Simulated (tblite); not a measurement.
Input of a run (GFN2-xTB geometry optimisation, gas phase (tblite 0.8.0)), started from a force field or distance geometry:
```
{"job": {"kind": "relax", "xc": "GFN2-xTB", "basis": "xTB"}, "charge": 0, "multiplicity": 2}
C     -2.298900     0.820700    -0.075400
C     -1.171400     0.160000    -0.048700
C     -0.251800    -0.232100     1.065200
C      0.776000    -0.841600     0.187700
C      2.117800    -0.168600     0.326700
Cl     2.107800     1.531300    -0.121300
Si    -0.152800    -0.619400    -1.366700
H     -2.732700     1.207700     0.846300
H     -2.781400     0.972300    -1.030300
H     -0.664600    -1.000800     1.782700
H      0.143000     0.673900     1.583000
H      2.410700    -0.258400     1.399900
H      2.857900    -0.754400    -0.242200
H     -0.749800    -1.797000    -1.979500
H      0.386000     0.314400    -2.349200
```

Output (eV, eV/Å):
```
step      E/eV     max force
  0    -569.18280    2.597
  1    -569.40866    1.361
  2    -569.48837    0.565
  3    -569.55409    0.530
  4    -569.58592    0.483
  5    -569.59807    0.477
  6    -569.61014    0.353
  7    -569.63571    0.319
  8    -569.64905    0.370
  9    -569.66535    0.344
 10    -569.67761    0.304
 11    -569.68817    0.264
 12    -569.69955    0.302
 13    -569.71133    0.264
 14    -569.72065    0.255
 15    -569.72795    0.208
 16    -569.73481    0.206
 17    -569.74233    0.177
 18    -569.74929    0.219
 19    -569.75452    0.183
 20    -569.75820    0.158
 21    -569.76112    0.139
 22    -569.76374    0.136
 23    -569.76585    0.107
 24    -569.76753    0.096
 25    -569.76919    0.108
 26    -569.77083    0.107
 27    -569.77208    0.073
 28    -569.77295    0.069
 29    -569.77379    0.081
 30    -569.77494    0.095
 31    -569.77638    0.108
 32    -569.77767    0.084
 33    -569.77853    0.072
 34    -569.77924    0.066
 35    -569.78015    0.080
 36    -569.78126    0.091
 37    -569.78219    0.062
 38    -569.78272    0.043
 39    -569.78304    0.038
 40    -569.78338    0.050
 41    -569.78386    0.067
 42    -569.78441    0.065
 43    -569.78500    0.074
 44    -569.78565    0.072
 45    -569.78647    0.083
 46    -569.78756    0.100
 47    -569.78879    0.096
 48    -569.78995    0.099
 49    -569.79118    0.087
 50    -569.79286    0.124
 51    -569.79521    0.155
 52    -569.79810    0.157
 53    -569.80084    0.147
 54    -569.80281    0.130
 55    -569.80387    0.143
 56    -569.80505    0.097
 57    -569.80644    0.082
 58    -569.80822    0.094
 59    -569.80980    0.111
 60    -569.81079    0.083
 61    -569.81152    0.070
 62    -569.81222    0.061
 63    -569.81305    0.091
 64    -569.81399    0.100
 65    -569.81489    0.085
 66    -569.81577    0.077
 67    -569.81645    0.076
 68    -569.81703    0.057
 69    -569.81733    0.036
 70    -569.81756    0.037
 71    -569.81768    0.034
 72    -569.81790    0.035
 73    -569.81804    0.036
 74    -569.81817    0.034
 75    -569.81830    0.028
 76    -569.81843    0.032
 77    -569.81855    0.027
 78    -569.81866    0.032
 79    -569.81879    0.032
 80    -569.81892    0.034
 81    -569.81903    0.029
 82    -569.81910    0.024
 83    -569.81915    0.017
 84    -569.81922    0.028
 85    -569.81934    0.044
 86    -569.81949    0.045
 87    -569.81962    0.036
 88    -569.81970    0.026
 89    -569.81976    0.018
 90    -569.81982    0.022
 91    -569.81985    0.015
 92    -569.81988    0.013
 93    -569.81990    0.013
 94    -569.81994    0.021
 95    -569.82001    0.030
 96    -569.82009    0.024
 97    -569.82017    0.029
 98    -569.82026    0.030
 99    -569.82039    0.035
100    -569.82055    0.043
101    -569.82068    0.029
102    -569.82077    0.022
103    -569.82083    0.021
104    -569.82090    0.033
105    -569.82101    0.041
106    -569.82113    0.031
107    -569.82123    0.021
108    -569.82130    0.018
109    -569.82137    0.025
110    -569.82143    0.025
111    -569.82147    0.011
112    -569.82149    0.007
```

**Question.** Summarise the run.

**Answer.** The energy falls by 0.639 eV over 112 L-BFGS steps, the largest force on an atom goes from 2.60 to 0.007 eV/Å, and the atoms move by 0.510 Å rms after alignment. The bond that changes most is C5–Cl6 (ends: carbon bonded to C, Cl and 2 H; chlorine bonded to C), which lengthens by 0.112 Å. Bonds longer at the end by more than 0.005 Å: 7 of 15; shorter: 6. Among the angles that change most is C5–C4–Si7, from 118.5° to 138.4°. Among the dihedrals that turn most is C5–C4–Si7–H14, from 134° to 77°. The energy never rose by more than 1e-5 eV on the way. The first step brought 35 % of the lowering.

**Question.** What are the final bond lengths?

**Answer.** C1=C2 1.319 Å, C2–C3 1.516 Å, C3–C4 1.496 Å, C4–C5 1.444 Å, C5–Cl6 1.870 Å, C4–Si7 1.876 Å, C2–Si7 1.902 Å, C1–H8 1.081 Å, C1–H9 1.078 Å, C3–H10 1.095 Å, C3–H11 1.095 Å, C5–H12 1.090 Å, C5–H13 1.087 Å, Si7–H14 1.465 Å, Si7–H15 1.463 Å. Numbering counts from 1 in the input's order; the species is `C=C1C[C](CCl)[SiH2]1` [radical].

The run took 0.71 s wall on one thread of an Arm Neoverse V2, shared host.

Its GFN2-xTB frequencies are all real (lowest 41 cm⁻¹).

One conformer stands for the species.

The numbers are calculated, not measured.
